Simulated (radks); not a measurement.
Polarisability of the potassium ion K8+, [Ne] 3s1, at imaginary frequency. All-electron calculation, non-relativistic Kohn-Sham, PBE, spin-unpolarised, spherical densities, point nucleus. Program: a radial shooting solver on a logarithmic mesh with Libxc functionals. Response by self-consistent Sternheimer equations with the Hartree and adiabatic LDA kernel.

w (hartree),alpha1(iw) (bohr^3),alpha2(iw) (bohr^5)
0.00266,0.9120,0.4789
0.0143,0.9117,0.4789
0.0360,0.9101,0.4787
0.0697,0.9049,0.4782
0.118,0.8919,0.4769
0.186,0.8640,0.4739
0.280,0.8101,0.4677
0.413,0.7174,0.4553
0.605,0.5801,0.4314
0.892,0.4143,0.3877
1.35,0.2579,0.3159
2.12,0.1435,0.2193
3.59,0.07565,0.1212
6.94,0.03900,0.04857
17.5,0.01506,0.01140

Static values: alpha1 = 0.9120 bohr^3 (0.1351 angstrom^3; uncoupled 1.150), alpha2 = 0.4789 bohr^5, alpha3 = 0.4763 bohr^7. C6 = 0.5320, C8 = 1.990, triple-dipole C9 = 0.3458 atomic units. One-pole (London) frequency 4 C6 / (3 alpha1^2) = 0.853 hartree, against 6.070 for minus the highest occupied eigenvalue.
